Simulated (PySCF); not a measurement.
## Dipole moment and polarisability of 2-chloropyrimidine

Species: 2-chloropyrimidine, C4H3ClN2.
Cartesian coordinates in Å at the GFN2-xTB level; atoms count from 1:
```xyz
10
C4H3ClN2 angstrom
Cl     3.1325   -0.3025   -0.0114
C      1.4376   -0.1383   -0.0079
N      0.9623    1.0653    0.2505
C     -0.3543    1.1898    0.2546
C     -1.1974    0.1164    0.0017
C     -0.5773   -1.0984   -0.2567
N      0.7388   -1.2281   -0.2631
H     -0.7283    2.1823    0.4686
H     -2.2689    0.2193    0.0066
H     -1.1362   -2.0011   -0.4654
```

Level: wB97X-D/def2-SVPD (PySCF), static field, nuclei fixed, core orbitals frozen in the response. The polarisability tensor in these axes (au):

```
x   96.35 -2.54  0.39
y   -2.54 70.10  5.75
z    0.39  5.75 45.25
```

**Question.** Give the principal values, the mean and the anisotropy Δα = √{½[(α1 − α2)² + (α2 − α3)² + (α1 − α3)²]}.

**Answer.** Principal values 43.96, 71.14 and 96.59 au; mean 70.56 au = 10.46 Å³ = 11.63 × 10⁻⁴⁰ C²·m²/J; Δα = 45.58 au (65 % of the mean).

**Question.** What is the dipole moment, and where does it point?

**Answer.** (-3.78, 0.36, 0.02) D, 3.80 D in size, pointing from the negative to the positive side. Measured along this direction, the outermost atoms are Cl1 at the negative end and H9 at the positive end.

**Question.** Refractivity n − 1 of an ideal gas of it at 400 K and 1 atm, from the electronic α?

**Answer.** N = p/kT = 1.8347 × 10¹⁹ cm⁻³, so n − 1 = 2π × N × 10.46 × 10⁻²⁴ cm³ = 1205 × 10⁻⁶ at long wavelengths, for an ideal gas.

**Question.** Rayleigh depolarisation ratio (linearly polarised light, static tensor)?

**Answer.** ρ = 3Δα²/(45ᾱ² + 4Δα²) = 6233.8/(224065 + 8311.8) = 0.0268.

**Question.** Molar refractivity from α?

**Answer.** Lorentz–Lorenz: R = (4π/3)N_A α = 2.5225 cm³/(mol·Å³) × 10.46 Å³ = 26.4 cm³/mol, in the limit of long wavelengths.

Isolated species at its GFN2-xTB geometry, gas phase.
